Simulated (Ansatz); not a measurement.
A run for Ansatz (a first-principles code): R-BLYP/def2-TZVPP on CH6GeS (SMILES C[S][GeH3]), a point of a torsion scan.

Ansatz 0.2 input:
```yaml
crystal:
  periodic: [false, false, false]
  atoms:
    - {symbol: C, position_ang: [1.49877488, -0.01340339, 0.15025798]}
    - {symbol: S, position_ang: [0.79853583, -0.23704747, -1.52449227]}
    - {symbol: Ge, position_ang: [-1.19636290, -0.97857083, -0.97838175]}
    - {symbol: H, position_ang: [1.83150669, -0.97137445, 0.53868262]}
    - {symbol: H, position_ang: [2.34955585, 0.65070968, 0.03992542]}
    - {symbol: H, position_ang: [0.76330937, 0.43613468, 0.81149359]}
    - {symbol: H, position_ang: [-1.11259960, -2.27115580, -0.21217302]}
    - {symbol: H, position_ang: [-1.98098467, -1.18724781, -2.23079663]}
    - {symbol: H, position_ang: [-1.89182814, 0.01868054, -0.09125617]}
basis:
  gaussian:
    orbitals: def2-TZVPP
hamiltonian:
  xc: {name: BLYP}
scf: {lower_state_search: off}
```

It printed:

```
WARN ansatz: RAYON_NUM_THREADS=1 ignored (pool sized by the plan → 1); use --threads N
Functional definition: BLYP
these checks for a lower state are left out or cut short: stability, starts, cluster_reference, orbital_swaps, neighbouring_geometries, increment
integrals: 0.13 GiB planned
1176 factors; their error is unknown
mean field: 0.84 GiB planned
mean field evaluation 1: about -68481.8370 eV, gradient 6.3e1 eV
mean field evaluation 2: about -68467.9408 eV, gradient 9.2e1 eV
mean field evaluation 4: about -68490.0227 eV, gradient 5.2e0 eV
mean field evaluation 8: about -68490.0894 eV, gradient 1.6e-1 eV
mean field evaluation 16: about -68490.0655 eV, gradient 1.9e-4 eV
mean field -68490.06546391 eV, -2516.9634815648 hartree, gradient 6.0e-6 eV, S^2 0.000000; 0 other end points of the search recorded, 0 dependent functions left out
reference -68490.06581252 eV, -2516.9634943763 hartree; 30, 30 occupied and 175, 175 virtual orbitals, 1176 factors
Total energy: -68490.06581252 eV, -2516.9634943763 hartree
Checks for a lower state left out: stability, starts, cluster_reference, orbital_swaps, neighbouring_geometries, increment
```

Self-consistency was reached.

Cost: roughly 2.6 core-seconds.
